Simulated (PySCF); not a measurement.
**Computed data sheet: `C/C(F)=P\c1cccs1`**

Species: C6H6FPS.
Cartesian coordinates in Å at the GFN2-xTB level; atoms count from 1:
```xyz
15
C6H6FPS angstrom
C     -2.204    0.822   -0.898
C     -2.314   -0.447   -0.130
F     -3.592   -0.901   -0.069
P     -1.208   -1.445    0.660
C      0.364   -0.584    0.472
C      1.563   -1.248    0.535
C      2.681   -0.395    0.498
C      2.331    0.916    0.436
S      0.632    1.137    0.412
H     -1.271    0.862   -1.457
H     -2.239    1.687   -0.234
H     -3.044    0.887   -1.588
H      1.628   -2.320    0.594
H      3.699   -0.741    0.518
H      2.969    1.778    0.401
```

Among its groups: aromatic ring with sulfur and C–F bond.

From GFN2-xTB geometry:

```
Point group of the GFN2-xTB geometry                  : C1
Rotational constants A, B, C of the GFN2-xTB geometry : 2.814, 0.751, 0.613 GHz
```

From B3LYP/def2-SVPD ground state and vertical TDDFT (core frozen in the response) (PySCF):

```
Dipole moment                                                     : 2.75 D
HOMO energy                                                       : -6.18 eV
LUMO energy                                                       : -1.92 eV
HOMO–LUMO gap                                                     : 4.26 eV
Lowest singlet excitation                                         : 4.05 eV (306 nm, f = 0.223)
Strongest line among the 8 lowest singlet transitions             : S1 at 4.05 eV (306 nm, f = 0.223)
Lowest triplet excitation (Tamm–Dancoff)                          : 2.37 eV
Static isotropic polarisability                                   : 118.0 au
Electronic spatial extent ⟨r²⟩ about the centre of nuclear charge : 1735 bohr²
```

PBE0/pcSseg-1 ground state and GIAO shieldings, non-relativistic (PySCF):

```
Lowest Hirshfeld atomic charge                              : -0.13 e on C1
Highest Hirshfeld atomic charge                             : +0.13 e on S9
13C chemical shifts (computed TMS as zero) by class         : 234.2 (C2), 148.4 (C5), 143.3 (C6), 140.2 (C8), 132.1 (C7), 28.9 (C1) ppm
1H chemical shifts (computed TMS as zero) by class          : 7.56 (H13), 7.55 (H15), 7.29 (H14), 3.00 (H10/H11/H12) ppm
Isotropic shieldings of nuclei other than C and H, by class : 207 (F3), 169 (P4), 256 (S9) ppm
Mayer bond orders between heavy atoms                       : C1–C2 1.02, C2–F3 0.90, C2–P4 1.68, P4–C5 0.92, C5–C6 1.52, C6–C7 1.29, C7–C8 1.57, C8–S9 1.18, S9–C5 1.11
```

Monoisotopic mass (most abundant isotopes): 159.9912 u.

The dipole matches unit charges of opposite sign 0.57 Å apart (1 e·Å = 4.8032 D). S1 lies 0.21 eV below the HOMO–LUMO gap; its leading configuration is HOMO→LUMO, weight 0.92. The largest Löwdin shares of the HOMO are 0.23 on C2, 0.20 on P4, 0.12 on C8 and 0.12 on C5. The polarisability is 17.49 Å³ as a volume (1 au = 0.148185 Å³), or 1.44 au for each of the 82 electrons.

Geometry: GFN2-xTB, one conformer, isolated molecule. NMR classes are plain means over equivalent atoms (diastereotopic ones count apart unless rotation or inversion swaps them), as if these changed places fast; in this geometry the members of some classes differ.

For the TDDFT job (B3LYP/def2-SVPD), rough CPU time on one thread of a shared machine: about 2 min.
